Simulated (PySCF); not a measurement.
How the method moves the HOMO and LUMO of `C[SiH2]O[SiH2]F`

Species: CH7FOSi2.
Z-matrix (Å and degrees, PBE0-D3(BJ)/def2-SVP geometry), rows numbered from 1:
```
C 
Si  1  1.8662
O   2  1.6740  1  109.78
Si  3  1.6364  2  142.38  1   -32.70
F   4  1.6261  3  108.39  2   -16.89
H   1  1.1012  2  110.85  3   -60.74
H   1  1.1012  2  111.14  3   178.99
H   1  1.1012  2  110.04  3    58.89
H   2  1.4911  1  111.60  3   118.47
H   2  1.4934  1  110.73  3  -119.82
H   4  1.4833  3  109.90  2  -134.62
H   4  1.4854  3  110.67  2   100.35
```

Basis pcSseg-2 throughout (PySCF), one geometry. One conformer (not necessarily the lowest) at the PBE0-D3(BJ)/def2-SVP geometry, without solvent, vibrations or thermal averaging.

How do the orbital energies, the gap and the dipole change with the method?

```tsv
method	kind	HOMO (eV)	LUMO (eV)	gap (eV)	μ (D)	SCF cycles
BLYP	GGA	-7.18	-0.51	6.67	0.88	15
OPBE	GGA	-7.22	-0.43	6.79	0.88	16
PBE	GGA	-7.26	-0.64	6.62	0.89	15
B97-D	GGA	-7.30	-0.45	6.84	0.87	16
LDA	LDA	-7.32	-0.88	6.44	0.92	15
KT2	GGA	-7.34	-0.80	6.54	0.89	16
BP86	GGA	-7.37	-0.64	6.73	0.89	15
KT3	GGA	-7.39	-0.69	6.70	0.88	16
B97-2	global hybrid	-8.42	0.25	8.67	0.90	14
B3LYP	global hybrid	-8.46	-0.01	8.46	0.90	13
PBE0	global hybrid	-8.66	0.21	8.88	0.91	13
mPW1PW91	global hybrid	-8.70	0.22	8.92	0.91	13
BHandHLYP	global hybrid	-10.02	0.99	11.00	0.93	12
CAM-B3LYP	range-separated hybrid	-10.08	1.12	11.19	0.91	13
wB97X-D	range-separated hybrid	-10.56	1.97	12.53	0.91	14
LC-wPBE	range-separated hybrid	-11.41	2.28	13.69	0.91	14
HF	Hartree–Fock	-12.11	2.72	14.84	0.94	10
```

The HOMO spans 4.93 eV, from BLYP down to HF, and the gap runs from 6.44 eV (LDA) to 14.84 eV (HF). Over the methods BLYP (0 %), OPBE (0 %), PBE (0 %), B97-D (0 %), LDA (0 %), KT2 (0 %), BP86 (0 %), KT3 (0 %), B97-2 (21 %), B3LYP (20 %), PBE0 (25 %), mPW1PW91 (25 %), BHandHLYP (50 %), HF (100 %), a straight line through the gap against the share of exact exchange rises by 0.83 eV for each 10 % (correlation coefficient 0.998). The dipole ranges from 0.87 D (B97-D) to 0.94 D (HF). This basis has no diffuse functions.
